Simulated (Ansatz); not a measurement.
`BOC(=N)Cl` and `N=C(Cl)[SeH]` differ in one atom or group.

Ansatz, PBE0-D4/def2-TZVP geometries, multiplicity 1. Each molecule was computed in one conformer, which needn't be the lowest.

Scalar relativity is left out up to krypton.

```json
{"property": "LUMO energy (PBE/def2-TZVPP) / eV", "`BOC(=N)Cl`": "-2.58"}
{"property": "LUMO energy (ωB97M-V/def2-TZVPP) / eV", "`BOC(=N)Cl`": "0.38"}
{"property": "zero-point energy (PBE0-D4/def2-TZVP) / kJ/mol", "`BOC(=N)Cl`": "127.0"}
{"property": "LUMO energy (PBE0/def2-TZVPP) / eV", "`BOC(=N)Cl`": "-1.58"}
{"property": "size of the dipole moment (B3LYP/def2-TZVPP) / D", "`BOC(=N)Cl`": "1.87"}
{"property": "HOMO energy (ωB97M-V/def2-TZVPP) / eV", "`BOC(=N)Cl`": "-11.09"}
```

Q: What does the change do to each property? (Best estimate.)

A: Ansatz gave: 
```tsv
property	`N=C(Cl)[SeH]`	shift
LUMO energy (PBE/def2-TZVPP) / eV	-1.95	0.63
LUMO energy (ωB97M-V/def2-TZVPP) / eV	0.98	0.60
zero-point energy (PBE0-D4/def2-TZVP) / kJ/mol	78.1	-48.9
LUMO energy (PBE0/def2-TZVPP) / eV	-1.03	0.55
size of the dipole moment (B3LYP/def2-TZVPP) / D	2.08	0.21
HOMO energy (ωB97M-V/def2-TZVPP) / eV	-9.66	1.43
```

With PBE0 the HOMO rises by 1.24 eV and the LUMO rises by 0.55 eV, so the gap narrows by about 0.69 eV. PBE moves the HOMO by 0.82 eV and ωB97M-V by 1.43 eV. The zero-point energy changes by -48.9 kJ/mol with -6 modes. Dipoles are sizes alone; their direction can turn.

B3LYP here is the variant with VWN-RPA as its local correlation; programs differ in this.

Spin–orbit coupling is left out; it splits and shifts lone-pair levels of the heavy atoms by tenths of an eV.
